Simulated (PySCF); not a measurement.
## How methods differ on the ionisation energy of Te²⁺

Te²⁺ [Kr] 4d10 5s2 5p2 (3P) → Te³⁺ [Kr] 4d10 5s2 5p1 (2P), as a difference of total energies. Calculation: PySCF 2.14, in aug-cc-pwCVDZ-PP with ECP28MDF (6s5p4d1f, 48 functions); scalar relativity through the core potential. Correlated levels: valence: 4s2 4p6 4d10 frozen; valence and next inner shell: nothing frozen outside the core potential. The calculations carry no spin-orbit coupling.

Question: Order these methods by the ionisation energy they give, lowest first.
A. wB97M-V
B. MP2 (valence)
C. r2SCAN
D. SCS-MP2 (valence)

Answer: D (27.121 eV), B (27.181 eV), A (27.407 eV), C (27.670 eV).

The reference lies between the lowest fine-structure levels, while these numbers refer to the centres of the terms.

Errors of the correlated levels include the incompleteness of this basis and the frozen core.

For comparison: 27.84 ± 0.04 eV (measured; NIST Atomic Spectra Database, ionization energies).
